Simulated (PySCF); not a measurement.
# What an electron can do to BAs

PBE in PySCF with def2-TZVPPD on every atom, for the lowest determinant that a PBE0 search found; no spin–orbit coupling.

| species | state (unpaired electrons) | Re (Å) | ωe (cm⁻¹) | energy of the minimum from the neutral (eV) | De (eV) | dissociates to |
| --- | --- | --- | --- | --- | --- | --- |
| BAs | triplet (σ ↑, π ↑) | 1.863 | 790 | 0.00 | 3.45 | B + As |
| BAs⁺ | quartet (σ ↑, π ↑↑) | 1.988 | 618 | 8.90 | 3.22 | B⁺ + As |

**Question.** Work out the lowest energy to break BAs into atoms, from its vibrational ground state.

**Answer.** D0 = De − ωe/2 = 3.45 − 0.05 = 3.40 eV (PBE/def2-TZVPPD).

**Question.** Work out the ionisation energy of the B atom at this level and the threshold of dissociative ionisation.

**Answer.** IE(B) = 8.90 + 3.22 − 3.45 = 8.67 eV, so B⁺ + As + e⁻ appears at D0 + IE(B) = 12.07 eV (PBE/def2-TZVPPD). The measured IE(B) is 8.298 eV (NIST ASD).

These are thermodynamic thresholds; the onsets seen under electron impact lie higher where the geometry changes, and cross-sections peak well above them.

Spin–orbit coupling is left out. For an ion De counts to the pair picked by the measured ionisation energies or electron affinities, which need not be the lowest pair at this level. States were picked by a PBE0 search and need not be the measured ground states.
